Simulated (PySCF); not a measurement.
**Electric field gradients and quadrupole coupling constants**

C₅H₇O₃P.
Atom-mapped SMILES: `[CH3:1][P@@:2](=[O:3])([OH:4])[c:5]1[cH:6][cH:7][o:8][cH:9]1` (hydrogens: H10, H11, H12 on C1; H13 on O4; H14 on C6; H15 on C7; H16 on C9)

Geometry (GFN2-xTB, Å), atoms numbered from 1 in this order:
```
atom  x, y, z in Å
C1    -2.0245   -0.8791    0.6565
P2    -1.1361    0.0460   -0.6441
O3    -1.3212   -0.4249   -2.0204
O4    -1.7009    1.5478   -0.4438
C5     0.5830    0.1510   -0.1117
C6     1.6838   -0.5007   -0.7288
C7     2.7771   -0.1404   -0.0083
O8     2.4315    0.6801    1.0006
C9     1.1077    0.8522    0.9357
H10   -1.6139   -1.8827    0.7207
H11   -3.0711   -0.9366    0.3667
H12   -1.9301   -0.3755    1.6125
H13   -1.8892    1.9026   -1.3148
H14    1.6340   -1.1336   -1.5902
H15    3.8156   -0.3878   -0.1046
H16    0.6467    1.4907    1.6627
```

Field gradients from the PBE0/pcSseg-1 density (PySCF, non-relativistic), principal values in atomic units, ordered |Vxx| ≤ |Vyy| ≤ |Vzz|:

```json
{"atom": "O3", "Vxx": "-0.2678", "Vyy": "-0.5108", "Vzz": "0.7786"}
{"atom": "O4", "Vxx": "-0.1237", "Vyy": "-1.3991", "Vzz": "1.5228"}
{"atom": "O8", "Vxx": "-0.6336", "Vyy": "-0.7755", "Vzz": "1.4091"}
```

Task: Find the asymmetry η = (Vxx − Vyy)/Vzz and the couplings χ = eQV/h (234.96 MHz × Q in barn × V in au), with Q(17O) = −0.0256 b.

Result: 
```
atom        environment  nucleus     η  χzz (MHz)  χxx (MHz)  χyy (MHz)
  O3  phosphoryl oxygen      17O  0.31     -4.683      1.611      3.072
  O4    hydroxyl oxygen      17O  0.84      -9.16       0.74       8.42
  O8  furan-type oxygen      17O  0.10      -8.48       3.81       4.67
```

The tensor is traceless: Vxx + Vyy + Vzz = 0.

Task: What is Vzz at O3 in SI units (1 au = 9.71736 × 10²¹ V/m²)?

Result: 0.7786 au = 7.566 × 10²¹ V/m².

Were the hydrogens deuterons (Q(2H) = 0.00286 b), χzz would run from 212 kHz (H11) to 323 kHz (H13).

The structure is a single GFN2-xTB conformer in the gas phase; no vibrational or solvent corrections. GFN2-xTB bond lengths can be off by several hundredths of an ångström, more for odd bonds, and the gradients follow them. A larger basis could move these couplings by a tenth or more.
